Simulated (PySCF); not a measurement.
Si(H)3(NCO) (CH3NOSi), SMILES O=C=N[SiH3].

Coordinates come from a PBE0-D3(BJ)/def2-SVP optimisation.

Level of theory: TDA-ωB97X/def2-SVPD in PySCF.

Vertical excitations; the highest root listed may be one member of a degenerate set. The molecule is in vacuum. State labels are in the subgroup Cs.

```json
[
 {"state": "S1", "symmetry": "A\"", "energy (eV)": "7.42", "λ (nm)": "167", "f": "0.000", "main pairs": "HOMO−1→LUMO+3 37 %, HOMO→LUMO+2 37 %, HOMO−1→LUMO+6 8 %, HOMO→LUMO+5 8 %"},
 {"state": "S2", "symmetry": "A'", "energy (eV)": "7.63", "λ (nm)": "163", "f": "0.004", "main pairs": "HOMO−1→LUMO+2, HOMO→LUMO+3, HOMO−1→LUMO+5, HOMO→LUMO+6 (degenerate set)"},
 {"state": "S3", "symmetry": "A\"", "energy (eV)": "7.63", "λ (nm)": "163", "f": "0.004", "main pairs": "HOMO→LUMO+2, HOMO−1→LUMO+3, HOMO→LUMO+5, HOMO−1→LUMO+6 (degenerate set)"},
 {"state": "S4", "symmetry": "A'", "energy (eV)": "7.85", "λ (nm)": "158", "f": "0.001", "main pairs": "HOMO−1→LUMO (degenerate set)"},
 {"state": "S5", "symmetry": "A\"", "energy (eV)": "7.85", "λ (nm)": "158", "f": "0.001", "main pairs": "HOMO→LUMO (degenerate set)"},
 {"state": "S6", "symmetry": "A\"", "energy (eV)": "8.92", "λ (nm)": "139", "f": "0.005", "main pairs": "HOMO→LUMO+1, HOMO→LUMO+4, HOMO−3→LUMO, HOMO−3→LUMO+1 (degenerate set)"},
 {"state": "S7", "symmetry": "A'", "energy (eV)": "8.92", "λ (nm)": "139", "f": "0.005", "main pairs": "HOMO−1→LUMO+1, HOMO−1→LUMO+4, HOMO−2→LUMO, HOMO−2→LUMO+1 (degenerate set)"},
 {"state": "S8", "symmetry": "A\"", "energy (eV)": "9.22", "λ (nm)": "134", "f": "0.000", "main pairs": "HOMO−1→LUMO+6 23 %, HOMO→LUMO+5 23 %, HOMO−2→LUMO+3 15 %, HOMO−3→LUMO+2 15 %"},
 {"state": "S9", "symmetry": "A'", "energy (eV)": "9.30", "λ (nm)": "133", "f": "0.078", "main pairs": "HOMO−1→LUMO+1, HOMO−1→LUMO+4, HOMO−2→LUMO (degenerate set)"},
 {"state": "S10", "symmetry": "A\"", "energy (eV)": "9.30", "λ (nm)": "133", "f": "0.078", "main pairs": "HOMO→LUMO+1, HOMO→LUMO+4, HOMO−3→LUMO (degenerate set)"},
 {"state": "T1", "symmetry": "A'", "energy (eV)": "6.75", "λ (nm)": "184", "f": "0", "main pairs": "HOMO−1→LUMO+2 32 %, HOMO→LUMO+3 32 %, HOMO−1→LUMO+5 11 %, HOMO→LUMO+6 11 %"},
 {"state": "T2", "symmetry": "A'", "energy (eV)": "7.07", "λ (nm)": "175", "f": "0", "main pairs": "HOMO→LUMO+3, HOMO−1→LUMO+2, HOMO→LUMO+6, HOMO−1→LUMO+5 (degenerate set)"},
 {"state": "T3", "symmetry": "A\"", "energy (eV)": "7.07", "λ (nm)": "175", "f": "0", "main pairs": "HOMO−1→LUMO+3, HOMO→LUMO+2, HOMO→LUMO+5, HOMO−1→LUMO+6 (degenerate set)"},
 {"state": "T4", "symmetry": "A\"", "energy (eV)": "7.41", "λ (nm)": "167", "f": "0", "main pairs": "HOMO→LUMO+2 38 %, HOMO−1→LUMO+3 38 %, HOMO→LUMO+5 7 %, HOMO−1→LUMO+6 7 %"}
]
```
Triplets are in the Tamm–Dancoff approximation.
